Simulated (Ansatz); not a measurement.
Task: Name a neutral molecule of C, F, Ge, N and H with size of the dipole moment (B3LYP/def2-TZVPP) between 2.85 and 3.15 D and HOMO–LUMO gap (ωB97M-V/def2-TZVPP) between 11.95 and 12.25 eV (Ansatz, PBE0-D4/def2-TZVP geometry).

Result: `N=[C](F)[GeH3]` (2.98 D, 12.09 eV). Other molecules can fit too; these were computed, each in one conformer that needn't be the lowest.

B3LYP here is the variant with VWN-RPA as its local correlation; programs differ in this.
